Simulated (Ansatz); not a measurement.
Cost and result for the atomization energy of C3H4Cl2F2Si2 (`C[SiH](Cl)C#C[Si](F)(F)Cl`) (13 atoms, 12 bonds).

```xyz
13

C    -0.430    2.447   -0.867
Si   -0.620    1.504    0.714
Cl   -2.597    1.393    1.249
C    -0.013   -0.213    0.495
C     0.405   -1.339    0.333
Si    0.993   -3.018    0.073
F     2.455   -2.988   -0.509
F     1.046   -3.792    1.442
Cl   -0.197   -4.024   -1.201
H    -0.798    3.468   -0.745
H     0.624    2.488   -1.154
H    -0.991    1.966   -1.670
H     0.123    2.108    1.841
```

Charge 0, multiplicity 1. All single points use the PBE0-D4/def2-TZVP geometry. Program: Ansatz. All runs use 3 threads of an AMD EPYC 7R13 on a shared host and a share of an NVIDIA H100 80 GB. Times are those of one run each, without the atoms' runs, and a repeat can differ threefold. Electronic energies, without spin–orbit coupling; frozen cores. CCSD(T)/CBS adds CCSD(T) − MP2 in def2-TZVPP to the MP2 limit, and its time is that of the two runs behind it. T1 = 0.011. HSE06 is the plane-wave form, built on full-range PBE exchange.

CCSD(T)/CBS is a level of theory with its own doubt, some kJ/mol a heavy atom from the limit and from the frozen cores, so smaller differences don't rank the functionals.

| level | functions | wall time | atomization (kcal/mol) | difference from CCSD(T)/CBS | per bond |
| --- | --- | --- | --- | --- | --- |
| B97M-V/def2-TZVPP | 379 | 4 s | 1310.6 | 5.9 | 0.5 |
| PBE-D4/def2-TZVPP (with forces) | 379 | 5.5 s | 1326.0 | 21.3 | 1.8 |
| CAM-B3LYP-D4/def2-TZVPP | 379 | 6 s | 1299.3 | -5.4 | -0.4 |
| BLYP-D4/def2-TZVPP | 379 | 6 s | 1291.3 | -13.4 | -1.1 |
| r2SCAN-D4/def2-TZVPP (with forces) | 379 | 6.5 s | 1309.0 | 4.3 | 0.4 |
| CCSD(T)/def2-SVP | 162 | 7 s | 1210.6 | -94.1 | -7.8 |
| revPBE-D4/def2-TZVPP | 379 | 7.5 s | 1291.1 | -13.6 | -1.1 |
| B2PLYP/def2-TZVPP | 379 | 8.5 s | 1286.3 | -18.4 | -1.5 |
| HSE06-D4/def2-TZVPP | 379 | 9 s | 1302.7 | -2.0 | -0.2 |
| PBE0-D4/def2-TZVPP | 379 | 10 s | 1301.8 | -2.9 | -0.2 |
| MP2/def2-QZVPP | 685 | 13 s | 1336.3 | 31.6 | 2.6 |
| CCSD(T)/def2-TZVPP | 379 | 15 s | 1266.2 | -38.5 | -3.2 |
| CCSD(T)/CBS(def2) | – | 28 s | 1304.7 | 0.0 | 0.0 |

Leaving LDA and LC-ωPBE aside and taking each functional with its dispersion term where it has one, the values, not all of them listed here, spread over 70.2 kcal/mol, from BHLYP-D4 to PBE-D4. LDA lies +167.3 kcal/mol from PBE without D4, its usual overbinding. From PBE to PBE0 (25 % exact exchange), in def2-TZVPP and without D4, the atomization energy moves by −22.9 kcal/mol: exact exchange takes away binding that semilocal exchange gives to molecules. In def2-TZVPP, CCSD(T) changes the Hartree–Fock value by +292.9 kcal/mol (the triples alone add +23.5 kcal/mol) and MP2 by +339.9 kcal/mol; breaking electron pairs costs correlation energy, which Hartree–Fock lacks.
